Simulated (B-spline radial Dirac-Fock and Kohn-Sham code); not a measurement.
## Eu⁵⁺: eigenvalues, ΔSCF and the reference

System: the Eu⁵⁺ ion, [Kr] 4d10 4f5 5s2 5p5.

The density-functional columns are spherical, spin-unpolarised Dirac-Kohn-Sham results without Breit or QED terms: −ε is minus the orbital energy of the initial state and ΔSCF the difference of two total energies. The reference in the last column comes from ΔSCF Dirac-Fock with Breit, self-energy and vacuum polarisation, finite nucleus, configuration average. All numbers are from a radial finite-basis atomic code, in eV; a selection of levels is shown. For the 1s level of heavy atoms much of the gap between ΔSCF and the reference is the Breit and QED part, -204.8 eV here; for other levels the error of the functional can be larger.

| level | PBE −ε | PBE ΔSCF | LDA −ε | LDA ΔSCF | Dirac-Fock |
| --- | --- | --- | --- | --- | --- |
| K | 48382.4 | 48835.2 | 48336.4 | 48787.8 | 48595.9 |
| L1 | 8000.0 | 8084.1 | 7993.8 | 8078.2 | 8137.8 |
| L2 | 7593.5 | 7699.4 | 7590.9 | 7697.0 | 7697.4 |
| L3 | 6945.6 | 7041.4 | 6943.8 | 7039.7 | 7057.1 |
| M1 | 1816.4 | 1844.3 | 1814.7 | 1842.7 | 1888.0 |
| M2 | 1640.8 | 1670.2 | 1640.1 | 1669.6 | 1698.7 |
| M3 | 1508.7 | 1536.4 | 1508.3 | 1536.1 | 1566.0 |
| M4 | 1204.6 | 1236.6 | 1204.8 | 1236.8 | 1242.4 |
| M5 | 1175.9 | 1207.3 | 1176.1 | 1207.5 | 1214.3 |
| N1 | 416.4 | 430.3 | 415.6 | 429.5 | 451.6 |
| N2 | 348.4 | 362.1 | 348.1 | 361.8 | 376.7 |
| N4 | 206.7 | 219.6 | 206.8 | 219.6 | 222.3 |
| N5 | 201.4 | 214.1 | 201.4 | 214.2 | 217.0 |
| N6,7 | 68.83 | 80.14 | 69.21 | 80.53 | 77.11 |
| O1 | 104.0 | 112.1 | 104.3 | 112.5 | 113.5 |
| O2,3 | 80.55 | 87.95 | 80.84 | 88.27 | 86.54 |

Problem. Order the estimates of the K (1s) level by their distance from the Dirac-Fock value, nearest first.
A. PBE ΔSCF
B. LDA −ε
C. PBE −ε
D. LDA ΔSCF

Solution. D (191.9 eV), C (213.5 eV), A (239.3 eV), B (259.5 eV).

Values without a named source are computed, but for edge energies of neutral atoms, which are taken from tables.
